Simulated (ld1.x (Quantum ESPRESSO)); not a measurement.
# Configuration tests for gallium (Ga) (ultrasoft)

- Element: Ga
- Generator: ld1.x (Quantum ESPRESSO) 7.5
- Type: ultrasoft
- Functional: LDA (PZ)
- Relativity: scalar-relativistic
- Frozen core: [Ar] 3d10
- Valence charge: 3
- Reference configuration: 4s1 4p0 (charge +2)
- Partial waves: 4s (bound): rcut 1.50, rcutus 1.70 bohr; 4s channel at -0.35 Ry: rcut 1.50, rcutus 1.70 bohr; 4p (bound, empty): rcut 1.85, rcutus 2.05 bohr; 4p channel at 1.05 Ry: rcut 1.85, rcutus 2.05 bohr
- Local potential: all-electron potential smoothed inside 1.60 bohr (lloc = -1)
- Core correction: Bessel-smoothed model core, default radius (core density twice the valence density)
- Augmentation charge: PSQ, radius 1.60 bohr

Energies are relative to the spin-unpolarised reference configuration 4s1 4p0; without spin polarisation the order of configurations can differ from experiment. Spin-polarised rows fill each open shell by Hund’s rule, majority spin first.

```tsv
valence configuration	charge	ΔE all-electron (eV)	error AE − PS (meV)
4s2 4p1	0	-27.391	-168
4s2 4p0	+1	-21.503	-101
4s2 4p0.5	+0.5	-25.271	-142
4s2 4p1.3	-0.3	-27.969	-176
4s1 4p1	+1	-14.053	-37
4s1 4p0 (spin-polarised)	+2	-0.308	-5.7
4s2 4p1 (spin-polarised)	0	-27.525	-169
```

What are ΔE and the potential's error for 4s1 4p2?

ΔE = -20.779 eV all-electron; the error (AE − PS) is -82 meV.

What are ΔE and the potential's error for 4s0 4p3?

ΔE = -13.847 eV all-electron; the error (AE − PS) is -30 meV.
